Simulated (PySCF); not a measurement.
C4H5Cl, SMILES CC=C=CCl.

Geometry optimised at B3LYP-D3(BJ)/def2-SVP.

The numbers are results of B3LYP-D3(BJ)/def2-SVP in PySCF 2.14.0, not measurements.

Frequencies are harmonic and unscaled.

Computed normal modes with their intensities:
```json
[
 {"mode": "1", "ν (cm⁻¹)": "115", "IR (km/mol)": "0.9", "moving atoms (share of kinetic energy)": "C 54 %, Cl 27 %, H 19 %"},
 {"mode": "2", "ν (cm⁻¹)": "154", "IR (km/mol)": "0.7", "moving atoms (share of kinetic energy)": "H 78 %, C 19 %"},
 {"mode": "3", "ν (cm⁻¹)": "207", "IR (km/mol)": "1.1", "moving atoms (share of kinetic energy)": "C 56 %, H 39 %"},
 {"mode": "4", "ν (cm⁻¹)": "287", "IR (km/mol)": "1.0", "moving atoms (share of kinetic energy)": "C 65 %, H 24 %, Cl 11 %"},
 {"mode": "5", "ν (cm⁻¹)": "489", "IR (km/mol)": "8.5", "moving atoms (share of kinetic energy)": "C 69 %, Cl 23 %, H 8 %"},
 {"mode": "6", "ν (cm⁻¹)": "560", "IR (km/mol)": "7.4", "moving atoms (share of kinetic energy)": "C 74 %, H 24 %"},
 {"mode": "7", "ν (cm⁻¹)": "726", "IR (km/mol)": "26.8", "moving atoms (share of kinetic energy)": "H 64 %, C 35 %"},
 {"mode": "8", "ν (cm⁻¹)": "755", "IR (km/mol)": "55.2", "moving atoms (share of kinetic energy)": "C 75 %, Cl 14 %, H 11 %"},
 {"mode": "9", "ν (cm⁻¹)": "874", "IR (km/mol)": "21.8", "moving atoms (share of kinetic energy)": "H 88 %, C 12 %"},
 {"mode": "10", "ν (cm⁻¹)": "897", "IR (km/mol)": "35.3", "moving atoms (share of kinetic energy)": "C 56 %, H 42 %"},
 {"mode": "11", "ν (cm⁻¹)": "1044", "IR (km/mol)": "0.4", "moving atoms (share of kinetic energy)": "H 64 %, C 36 %"},
 {"mode": "12", "ν (cm⁻¹)": "1087", "IR (km/mol)": "1.6", "moving atoms (share of kinetic energy)": "C 50 %, H 50 %"},
 {"mode": "13", "ν (cm⁻¹)": "1149", "IR (km/mol)": "0.5", "moving atoms (share of kinetic energy)": "H 68 %, C 32 %"},
 {"mode": "14", "ν (cm⁻¹)": "1243", "IR (km/mol)": "40.0", "moving atoms (share of kinetic energy)": "H 84 %, C 16 %"},
 {"mode": "15", "ν (cm⁻¹)": "1385", "IR (km/mol)": "1.6", "moving atoms (share of kinetic energy)": "H 80 %, C 20 %"},
 {"mode": "16", "ν (cm⁻¹)": "1412", "IR (km/mol)": "3.4", "moving atoms (share of kinetic energy)": "C 52 %, H 48 %"},
 {"mode": "17", "ν (cm⁻¹)": "1454", "IR (km/mol)": "7.3", "moving atoms (share of kinetic energy)": "H 96 %"},
 {"mode": "18", "ν (cm⁻¹)": "1473", "IR (km/mol)": "11.3", "moving atoms (share of kinetic energy)": "H 76 %, C 24 %"},
 {"mode": "19", "ν (cm⁻¹)": "2069", "IR (km/mol)": "14.4", "moving atoms (share of kinetic energy)": "C 99 %"},
 {"mode": "20", "ν (cm⁻¹)": "3024", "IR (km/mol)": "23.4", "moving atoms (share of kinetic energy)": "H 97 %"},
 {"mode": "21", "ν (cm⁻¹)": "3090", "IR (km/mol)": "11.4", "moving atoms (share of kinetic energy)": "H 91 %, C 9 %"},
 {"mode": "22", "ν (cm⁻¹)": "3108", "IR (km/mol)": "3.5", "moving atoms (share of kinetic energy)": "H 92 %, C 8 %"},
 {"mode": "23", "ν (cm⁻¹)": "3141", "IR (km/mol)": "10.9", "moving atoms (share of kinetic energy)": "H 91 %, C 9 %"},
 {"mode": "24", "ν (cm⁻¹)": "3189", "IR (km/mol)": "3.2", "moving atoms (share of kinetic energy)": "H 91 %, C 9 %"}
]
```
